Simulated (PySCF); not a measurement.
H3AlCl2O, singlet (CAM-B3LYP/def2-SVP optimised geometry):

```
7

Al    -0.607    -0.371     0.000
H     -1.354    -1.555     0.696
Cl     1.527    -0.371     0.000
Cl    -1.527     1.555     0.000
O     -0.758    -0.609    -1.954
H      0.134    -0.670    -2.339
H     -1.195     0.170    -2.339
```

Method: PySCF with CAM-B3LYP/def2-TZVP.

What are the frontier orbital energies and the dipole moment?

HOMO-2 -10.42 eV, HOMO-1 -10.13 eV, HOMO -9.98 eV, LUMO 0.23 eV, LUMO+1 1.39 eV; dipole moment 4.37 D.

On the same geometry PBE/def2-TZVP (PySCF) gives HOMO-2 -7.63 eV, HOMO-1 -7.36 eV, HOMO -7.25 eV, LUMO -1.47 eV, LUMO+1 -0.35 eV; dipole moment 4.24 D.

Meta-Löwdin charges at CAM-B3LYP/def2-TZVP: Al1 0.73, H2 -0.16, Cl3 -0.39, Cl4 -0.39, O5 -0.56, H6 0.39, H7 0.39.
